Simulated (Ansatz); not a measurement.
Species: C₄H₆N, SMILES `C1=C[NH2+]C=C1` with one electron removed (charge 2, multiplicity 2).

Question: Give a relaxed geometry from CAM-B3LYP-D3(BJ)/def2-TZVP in Ansatz (an electronic-structure program).

Answer: the end point of this relaxation (outside a Z-matrix the atoms follow the SMILES, hydrogens last).
Bonded distances (Å): C1–C2 1.379, C1–C5 1.409, C1–H6 1.086, C2–N3 1.471, C2–H7 1.087, N3–C4 1.471, N3–H8 1.040, N3–H9 1.040, C4–C5 1.379, C4–H10 1.087, C5–H11 1.086. Bond angles (°): C2–C1–C5 109.2, C2–C1–H6 124.4, C5–C1–H6 126.4, C1–C2–N3 108.8, C1–C2–H7 131.6, N3–C2–H7 119.6, C2–N3–C4 103.9, C2–N3–H8 112.0, C2–N3–H9 112.0, C4–N3–H8 112.0, C4–N3–H9 112.0, H8–N3–H9 105.1, N3–C4–C5 108.8, N3–C4–H10 119.6, C5–C4–H10 131.6, C1–C5–C4 109.2, C1–C5–H11 126.4, C4–C5–H11 124.4.
